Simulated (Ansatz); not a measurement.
A nudged elastic band was laid between two geometries of H6InNSi (9 atoms, charge 0, multiplicity 1).

These are results of RKS PBE0/def2-mTZVP in Ansatz, not measurements.

```
movable images  : 7
climbing image  : yes
spring          : 5.0 eV/Å²
optimiser       : quadratic models (default)
start path      : through a guess of the saddle point
force threshold : 0.03 eV/Å
iteration limit : 60
end points      : relaxed
```

Initial state:

```xyz
9
Properties=species:S:1:pos:R:3
N 0.303 0.260 -1.699
In 0.753 2.310 -1.834
Si -0.271 -0.394 1.420
H 1.001 -0.476 -1.750
H -0.589 -0.141 -1.974
H 0.907 0.510 1.435
H 0.014 -1.635 0.657
H -1.472 0.303 0.895
H -0.557 -0.782 2.833
```

Final state:

```xyz
9
Properties=species:S:1:pos:R:3
N 0.553 0.275 -1.593
In 0.867 1.949 0.378
Si -0.472 -0.181 1.563
H 0.943 -0.629 -1.341
H -0.435 0.117 -1.768
H 0.976 0.555 -2.472
H 0.230 -1.485 1.258
H -1.824 -0.392 0.923
H -0.750 -0.255 3.035
```

Question: Which bonds break or form, and what moves?

Answer: Bonds broken: Si3–H6. Bonds formed: N1–H6, In2–Si3. H2InN + H4Si becomes H6InNSi.

Question: What energy profile does the band end with?

Answer: The forces met the threshold. The highest image is number 3 of 0 to 8, 0.98 eV above the first end and 1.38 eV above the last; the last end lies 0.40 eV below the first. The profile has 3 maxima (images 3, 5, 7) with wells between them (images 4, 6): this band takes more than one step, which may be the mechanism or a detour left from its start path. Neighbouring images differ by up to 1.3 eV, so the band resolves the path poorly. A vibrational analysis at the climbing image gives one clearly imaginary mode, 1233i cm⁻¹: a first-order saddle point. The orbitals stay closed-shell, which can raise the energy where a bond breaks towards radicals; this wasn't checked here.

```csv
image,path coordinate (Å),energy (eV),Si3–H6 (Å),N1–H6 (Å),In2–Si3 (Å)
0,0.00,0.00,1.49,3.20,4.35
1,2.98,0.04,1.49,3.40,4.51
2,5.95,0.05,1.49,3.71,4.86
3,8.92,0.98,1.77,1.39,3.54
4,11.48,-0.36,2.94,1.02,2.80
5,14.03,0.09,3.09,1.01,2.78
6,16.58,-0.39,3.44,1.02,2.78
7,19.14,-0.38,4.36,1.02,2.79
8,21.69,-0.40,4.35,1.02,2.78
```

Question: What is the geometry of the highest image?

Answer: 
```xyz
9
Properties=species:S:1:pos:R:3:forces:R:3
N 0.522 0.470 -1.460 0.00 0.00 0.00
In 0.893 2.184 -0.038 0.00 0.00 0.00
Si -0.562 -0.851 1.058 0.00 0.00 0.00
H 1.335 0.025 -1.885 0.00 0.00 0.00
H -0.149 0.619 -2.213 0.00 0.00 0.00
H -0.038 -0.446 -0.582 0.00 0.00 0.00
H 0.171 -1.736 2.028 0.00 0.00 0.00
H -1.983 -0.874 1.552 0.00 0.00 0.00
H -0.100 0.562 1.525 0.00 0.00 0.00
```

The run took 6 min on 2 threads of AMD EPYC 9R45 96-Core Processor (Zen 5), on a shared host, peak memory 0.25 GiB.
